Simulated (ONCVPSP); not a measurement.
Potentials for iron compared

Generated with ld1.x 7.5 (TM, RRKJ, ultrasoft, PAW), atompaw 4.2 or ONCVPSP 4.0.1. The cutoff is in Ry: for ld1.x and atompaw files where the sum of valence levels is converged to 10 mRy in a Bessel basis, for ONCV files where the hardest occupied wave has 1 mHa per electron of residual kinetic energy. The error is the largest all-electron minus pseudo excitation energy over each file’s own four to seven test configurations (ionisations up to +4, promotions, holes and added fractions of an electron), all of which were solved. The labels leave out finer settings (local radius, basis sizes, second energies), which also bear on the numbers. Spin-polarised tests are not counted. The rows are a selection from randomly drawn settings: files with unsolved tests, undetermined cutoffs or missed reference levels are left out.

```csv
potential,cutoff (Ry),largest error (meV),bound ghosts
"ONCV, PBE, scalar-relativistic, rc 1.55/1.20/1.90 (spd), local smoothed, core correction yes, reference 3s2 3p6 3d6 4s2, qcut 6.3/9.2/8.8, projectors 2/2/1",65,+109,none
"ONCV, LDA (Perdew-Wang 92), scalar-relativistic, rc 1.50/0.85/1.30/1.40 (spdf), local smoothed, core correction yes, reference 3s2 3p6 3d6 4s2, qcut 9.7/10/10.4/8.8, projectors 2/2/2/1",96,+28,none
"ONCV, PBE, scalar-relativistic, rc 1.55/1.20/1.15 (spd), local d, core correction yes, reference 3s2 3p6 3d6 4s2, qcut 8.1/10.2/13.3, projectors 2/2/0",138,-22,none
"ONCV, BLYP, scalar-relativistic, rc 1.40/1.15/1.75 (spd), local smoothed, core correction yes, reference 3s2 3p6 3d6.5 4s1.5, qcut 8.6/13.8/9.9, projectors 2/2/2",69,+13,none
"ONCV, PBE, scalar-relativistic, rc 1.50/0.85/0.85 (spd), local d, core correction no, reference 3s2 3p6 3d6 4s2, qcut 6.9/10.2/20.3, projectors 2/3/0",275,-7.3,none
```

Problem. Fill in the row for Fe: ONCV, PBEsol, scalar-relativistic, rc 1.25/1.30/1.85 (spd), local smoothed, core correction no, reference 3s2 3p6 3d6 4s2, qcut 9.4/10.6/9.9, projectors 2/2/2.

Solution. cutoff 68 Ry, largest error +109 meV, bound ghosts: none.

Problem. Fill in the row for Fe: ONCV, PBE, scalar-relativistic, rc 1.50/1.05/1.35 (spd), local smoothed, core correction yes, reference 3s2 3p6 3d6 4s2, qcut 7.5/15.5/11.9, projectors 2/2/2.

Solution. cutoff 113 Ry, largest error +3.2 meV, bound ghosts: none.

Problem. Fill in the row for Fe: ONCV, PBE, scalar-relativistic, rc 1.10/1.00/1.45 (spd), local smoothed, core correction yes, reference 3s2 3p6 3d6 4s1, qcut 11.7/13.7/10.1, projectors 2/3/3.

Solution. cutoff 96 Ry, largest error -131 meV, bound ghosts: none.
